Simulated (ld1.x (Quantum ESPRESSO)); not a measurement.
# K (Z = 19): excitation energies, all-electron against TM

ld1.x (Quantum ESPRESSO) 7.5 input, shortened:

```
&input
   title='K', zed=19., rel=1, dft='PBE', iswitch=3,
   config='[Ar] 3d0 4s0 4p0'
 /
 &inputp
   pseudotype=2, tm=.true., lloc=1,
   nlcc=.true., rcore=0.75
 /
3
3S  1  0   2.00   0.00  1.60  1.60  0.0
3D  3  2   0.00   0.00  2.45  2.45  0.0
3P  2  1   6.00   0.00  1.55  1.55  0.0
 &test
   configts(1)='3s2 3p6 3d0 4s0 4p0'
 /
```

Energies are relative to the spin-unpolarised reference configuration 3s2 3p6 3d0 4s0 4p0; without spin polarisation the order of configurations can differ from experiment. The frozen-core shift is the all-electron ΔE with the core orbitals held at their reference shape minus the fully relaxed ΔE.

| valence configuration | charge | ΔE all-electron (eV) | error AE − PS (meV) | frozen-core shift (meV) |
| --- | --- | --- | --- | --- |
| 3s2 3p6 3d0 4s1 4p0 | 0 | -4.314 | +32 | 0.0 |
| 3s2 3p6 3d0 4s0.5 4p0 | +0.5 | -2.673 | +22 | 0.0 |
| 3s2 3p6 3d0 4s0 4p1 | 0 | -2.761 | +1.9 | 0.0 |
| 3s2 3p5 3d0 4s1 4p0 | +1 | 20.616 | +127 | +3.0 |
| 3s2 3p6 3d1 4s0 4p0 | 0 | -1.858 | -0.3 | +0.2 |

Question: What are ΔE and the potential's error for 3s2 3p6 3d0.5 4s0.5 4p0?

Answer: ΔE = -3.096 eV all-electron; the error (AE − PS) is +19 meV.

Question: What are ΔE and the potential's error for 3s1 3p6 3d0 4s1 4p0?

Answer: ΔE = 37.680 eV all-electron; the error (AE − PS) is +104 meV.
